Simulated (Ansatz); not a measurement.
```xyz
12

C     1.3900    0.0000    0.0000
C     0.6950    1.2038    0.0000
C    -0.6950    1.2038    0.0000
C    -1.3900    0.0000    0.0000
C    -0.6950   -1.2038    0.0000
C     0.6950   -1.2038    0.0000
H     2.4800    0.0000    0.0000
H     1.2400    2.1477    0.0000
H    -1.2400    2.1477    0.0000
H    -2.4800    0.0000    0.0000
H    -1.2400   -2.1477    0.0000
H     1.2400   -2.1477    0.0000
```

Basis set: 6-31G (spherical functions). Left uncorrelated: 6 orbitals. Charge 0, multiplicity 1.

Computed with Ansatz (development build ahead of 0.2.0); each method stands on the lowest determinant of its kind that the runs found. Restricted open shells among the atoms or ions are ROHF, correlated in semicanonical orbitals with singles.

Task: Give the atomization energy at this shape (free ground-state atoms in the same class of orbitals less the molecule, no zero-point energy) of singlet C₆H₆ by RHF-MP2, RHF.

Result:

```csv
method,atomization energy
RHF-MP2,1219.22 kcal/mol
RHF,986.88 kcal/mol
```

This basis has no polarisation functions and is too small for such energies, which can lie far from measured ones in either direction.
